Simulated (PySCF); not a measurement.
InF, SMILES [F][In] (connectivity only; charge and spin as stated), neutral, multiplicity 1.

Geometry: B3LYP-D3(BJ)/def2-TZVP. The def2 effective core potentials stand for the cores of In; spin–orbit coupling is left out.

Computed with TDDFT-PBE/def2-TZVPD (PySCF 2.14.0).

Vertical excitations; the highest root listed may be one member of a degenerate set. The molecule is in vacuum. State labels are in the subgroup C2v.

Computed excitation energies, oscillator strengths and character:
| state | symmetry | energy (eV) | λ (nm) | f | main pairs |
|---|---|---|---|---|---|
| S1 | B1 | 4.79 | 259 | 0.149 | HOMO→LUMO (degenerate set) |
| S2 | B2 | 4.79 | 259 | 0.149 | HOMO→LUMO+1 (degenerate set) |
| S3 | A2 | 5.37 | 231 | 0.000 | HOMO−1→LUMO 50 %, HOMO−2→LUMO+1 50 % |
| S4 | A2 | 5.44 | 228 | 0.000 | HOMO−2→LUMO+1, HOMO−1→LUMO (degenerate set) |
| S5 | A1 | 5.44 | 228 | 0.000 | HOMO−1→LUMO+1, HOMO−2→LUMO (degenerate set) |
| S6 | A1 | 5.85 | 212 | 0.019 | HOMO−2→LUMO 35 %, HOMO−1→LUMO+1 35 %, HOMO→LUMO+2 30 % |
| S7 | A1 | 6.74 | 184 | 0.459 | HOMO→LUMO+2 45 %, HOMO→LUMO+3 28 %, HOMO−2→LUMO 10 %, HOMO−1→LUMO+1 10 % |
| S8 | A1 | 6.81 | 182 | 0.104 | HOMO→LUMO+3 72 %, HOMO→LUMO+2 19 % |
| S9 | B2 | 7.09 | 175 | 0.007 | HOMO−1→LUMO+2 (degenerate set) |
| S10 | B1 | 7.09 | 175 | 0.007 | HOMO−2→LUMO+2 (degenerate set) |
| T1 | B2 | 3.75 | 330 | 0 | HOMO→LUMO+1 (degenerate set) |
| T2 | B1 | 3.75 | 330 | 0 | HOMO→LUMO (degenerate set) |
| T3 | A1 | 5.15 | 241 | 0 | HOMO−1→LUMO+1 50 %, HOMO−2→LUMO 50 % |
| T4 | A2 | 5.23 | 237 | 0 | HOMO−1→LUMO 50 %, HOMO−2→LUMO+1 50 % |
Triplets are in the Tamm–Dancoff approximation, which puts them higher than full response would, so one can lie above its singlet here.
